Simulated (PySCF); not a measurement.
## Stretching SbO⁺

Set-up: PySCF, scalar-relativistic core potentials, basis sets Sb def2-TZVPPD with ECP28, O def2-TZVPPD. Energies in eV from Sb⁺ + O in their ground configurations at the same level. State: ¹Σ⁺ (singlet), closed shell.

All columns are PBE0. A positive dipole points towards O; it is taken about the centre of mass and depends on that origin.

```tsv
R (Å)	E (eV)	μ (D)	Mulliken charge on Sb (basis-dependent)	HOMO (eV)	LUMO (eV)	Mayer bond order	⟨S²⟩
1.512	-2.587	-2.77	1.39	-16.47	-9.71	2.21	0.00
1.582	-3.917	-3.01	1.38	-16.54	-9.91	2.22	0.00
1.653	-4.636	-3.23	1.38	-16.56	-10.10	2.21	0.00
1.705	-4.884	-3.38	1.38	-16.55	-10.24	2.21	0.00
1.758	-4.946	-3.52	1.39	-16.44	-10.37	2.21	0.00
1.811	-4.868	-3.64	1.40	-16.18	-10.50	2.22	0.00
1.881	-4.605	-3.80	1.41	-15.87	-10.66	2.23	0.00
1.969	-4.106	-3.96	1.41	-15.52	-10.84	2.24	0.00
2.074	-3.366	-4.13	1.40	-15.17	-11.04	2.27	0.00
2.215	-2.288	-4.30	1.38	-14.77	-11.27	2.31	0.00
```

A fit through these points gives, at Re = 1.753 Å, μ = -3.50 D and dμ/dR = -2.52 D/Å; the reduced mass is 14.13 u.

Problem. How strong is the fundamental in the double-harmonic approximation, I = 42.26·(dμ/dR)²/μred km/mol?

Solution. I = 42.26·(-2.52)²/14.13 = 19.0 km/mol at PBE0.

Spin–orbit coupling is left out, which matters for elements this heavy, above all for dissociation energies. For an ion De counts to the pair picked by the measured ionisation energies or electron affinities, which need not be the lowest pair at this level.
